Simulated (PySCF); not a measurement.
Run times: scandium in pcseg-2

Measured wall times of calculations with PySCF 2.14 in pcseg-2 (6s4p3d2f1g, 56 functions), with the non-relativistic Hamiltonian (point nucleus), run from one Python driver. Hardware: 1 thread of Neoverse-V1 on a shared host, 1.3 GiB allowed. The two-electron integrals over 56 functions were computed once and kept in memory (0.35 CPU seconds with the set-up); the times below exclude them. Kohn-Sham runs start from converged Hartree-Fock orbitals.

Launch command (the driver calls PySCF for each step listed in the task file):

```bash
OMP_NUM_THREADS=1 python atomrun2.py TASK.json OUT
```

```csv
species,step,iterations,wall time (s)
Sc+ [Ar] 3d1 4s1,UHF,9,0.35
Sc+ [Ar] 3d1 4s1,PBE,6,0.91
Sc+ [Ar] 3d1 4s1,M06-2X,9,3.1
Sc+ [Ar] 3d1 4s1,MP2 (2 electrons),,0.02
Sc(2+) [Ar] 3d1,UHF,6,0.28
Sc(2+) [Ar] 3d1,PBE,6,0.88
Sc(2+) [Ar] 3d1,M06-2X,6,2.1
```

Peak memory of the process: 0.24 GiB. Times on a shared host vary from run to run.
